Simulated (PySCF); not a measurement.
C3H7ClSi2.
Numbering: `[SiH3:1][Si@@H:2]1[CH:3]=[C:4]([Cl:5])[CH2:6]1`

Probes without a nucleus sit at each ring's centroid and 1 Å off its mean plane on both sides; NICS is minus the shielding there, NICSzz its component along the normal. Level: GIAO PBE0/pcSseg-1 (PySCF, non-relativistic, gas phase) on the GFN2-xTB geometry, one conformer.

Ring bond lengths (Å), with Mayer bond orders in brackets: Si2–C3 1.894 (0.91), C3–C4 1.332 (1.73), C4–C6 1.494 (0.99), C6–Si2 1.938 (0.89).

Problem. What do the NICS probes read (ppm)?

Solution. 
```csv
ring,type,NICS(0),"NICS(1), two faces","NICS(1)zz, two faces",rms pucker (Å),"centre to ring atoms, mean (Å)"
Si2–C3–C4–C6,"4-membered ring with Si; formal bonds 1 double, 3 single",-2.4,-2.5 / -2.9,1.4 / 1.9,0.01,1.17
```

Problem. What can be read from them?

Solution. 
- Si2–C3–C4–C6: mean NICS(1)zz 1.6 ppm, near zero. Si2, C6 have four or more neighbours, so the value isn't read as a sign of a π ring current.

Problem. What field does 9.4 T along the ring normal induce along that normal at the second NICS(1) probe listed for ring Si2–C3–C4–C6, 1 Å off the ring?

Solution. NICSzz × B0 = 1.9 ppm × 9.4 T = 18 μT, along the applied field.
